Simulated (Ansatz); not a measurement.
`[CH3][GaH][NH2]` + H₂ → `[NH2][GaH2]` + CH₄ at 700 K and 1 bar (hydrogenolysis of a Ga–C bond).

Gas-phase electronic energies from Ansatz, PBE0-D4/def2-TZVP geometries. CCSD(T)/CBS is the MP2 limit (def2-TZVPP, def2-QZVPP) plus CCSD(T) − MP2 in def2-TZVPP, frozen cores. This one scheme is used for every species. For Ga outer-core shells are correlated without core-valence functions, which leaves a few kJ/mol of doubt a bond. Scalar relativity is left out up to krypton. Each species was taken in one conformer, which may not be the lowest.

```csv
species,CCSD(T)/CBS energy (Eh),H − E (kJ/mol),S (J/(mol·K))
`[CH3][GaH][NH2]`,-2020.32995,244.0,418.6
H₂,-1.17544,46.8,155.3
`[NH2][GaH2]`,-1981.05479,148.0,331.7
CH₄,-40.46206,145.9,224.0
```

H − E and S are ideal-gas, rigid-rotor, harmonic terms from PBE0-D4/def2-TZVP, for one conformer and one mirror image of each species. The MP2-based limit puts H₂ 0.8 mEh under its directly extrapolated value; such offsets cancel only in part. 1 Eh = 2625.50 kJ/mol, R = 8.31446 J/(mol·K).

Problem. By hand: ΔE, ΔH, ΔS and ΔG.

Solution. ΔE = (-1981.05479) + (-40.46206) − (-2020.32995) − (-1.17544) = -0.01146 Eh = -30.1 kJ/mol. Δ(H − E) = 148.0 + 145.9 − 244.0 − 46.8 = 3.1, so ΔH = -27.0 kJ/mol. ΔS = 331.7 + 224.0 − 418.6 − 155.3 = -18.2 J/(mol·K). ΔG = -27.0 − 700 × (-18.2)/1000 = -14.3 kJ/mol.

Problem. By hand: the equilibrium constant, and the temperature at which ΔG would vanish if ΔH and ΔS stayed fixed.

Solution. log₁₀ K = −ΔG/(RT ln 10) = 1.1. ΔG = 0 at ΔH/ΔS = 1484 K, though so small a ΔS makes that figure unsure.

TΔS isn't small against ΔH here. A doubt of 5 kJ/mol in ΔE shifts log₁₀ K by 0.4 here. Other conformers and mirror images would add mixing entropy, several J/(mol·K) or more a flexible species. Modes under 60 cm⁻¹, often nearly free rotors, make the harmonic entropy too high. These are equilibria of isolated gas molecules and say nothing of rates. Largest T1 diagnostic: 0.014 (customary marks: 0.02 for closed shells, 0.045 for open ones).
